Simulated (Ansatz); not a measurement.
Cs4Cl4. The state is a singlet with charge 0. Geometry PBE0-D4/def2-SVP, basis def2-TZVP, Ansatz.

Cartesian coordinates in Å:
```
Cs 0.503 2.392 0.627
Cs -3.578 -0.609 -3.313
Cs 0.578 -1.867 -1.541
Cs 2.566 0.123 4.167
Cl -1.207 0.967 -1.816
Cl 2.123 -0.532 1.056
Cl -1.964 -3.251 -2.974
Cl 0.979 2.777 3.794
```

```tsv
run	HOMO (eV)	LUMO (eV)
A	-5.10	-1.13
B	-6.38	-0.67
C	-5.38	-1.00
D	-5.35	-0.52
E	-9.09	0.17
```

In the def2 sets Cs takes a core potential; there is no spin–orbit coupling. LC-ωPBE has ω = 0.4 bohr⁻¹. Another isomer (singlet) lies 0.82 eV lower at PBE0-D4/def2-TZVP; other spin states weren't run for this one.

Q: The runs used B97M-V, LC-ωPBE, PBE, PBE0, r2SCAN. Estimate which is which.

A: A PBE (0 % exact exchange); B PBE0 (25 % exact exchange); C B97M-V (0 % exact exchange); D r2SCAN (0 % exact exchange); E LC-ωPBE (range-separated). Exact exchange lowers occupied and raises empty levels; among semilocal functionals meta-GGAs tend to open the gap a little, and such runs are hard to tell apart. The gap grows from 3.97 eV (PBE) to 9.26 eV (LC-ωPBE).
